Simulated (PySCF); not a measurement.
**Pt⁺ (platinum, charge +1) across methods**

[Xe] 4f14 5d9, 2D determinant. All numbers are calculated (PySCF 2.14, scalar relativity through the core potential, in aug-cc-pwCVTZ-PP with ECP60MDF (8s8p7d4f3g, 122 functions)).

| method | E (hartree) | mean ε 5p β (eV) | mean ε 5d α (eV) | mean ε 5d β (eV) | Σ⟨r²⟩ (bohr²) | ⟨S²⟩ |
| --- | --- | --- | --- | --- | --- | --- |
| PBE | -119.0696 | -64.475 | -14.941 | -14.340 | 40.27 | 0.995 |
| HSE06 | -119.0327 | -67.357 | -15.980 | -15.319 | 39.84 | 0.931 |
| PBEsol | -118.9065 | -64.397 | -14.959 | -14.345 | 40.32 | 1.003 |
| PBE0 | -119.0355 | -67.768 | -16.393 | -15.729 | 39.82 | 0.934 |
| LDA | -118.8268 | -64.411 | -15.048 | -14.440 | 40.36 | 0.888 |
| UHF | -118.23801 | -76.968 | -20.136 | -19.221 | 39.31 | 0.923 |

**Question.** Estimate the same row for revPBE.

**Answer.** E (hartree) = -119.1223; mean ε 5p β (eV) = -64.464; mean ε 5d α (eV) = -14.903; mean ε 5d β (eV) = -14.303; Σ⟨r²⟩ (bohr²) = 40.24; ⟨S²⟩ = 1.025.

Energies and moments cover only the electrons outside the core potential. Spin-orbit coupling, absent here, splits the open shell strongly. ⟨S²⟩ = 1.00 against 0.75 shows spin contamination.
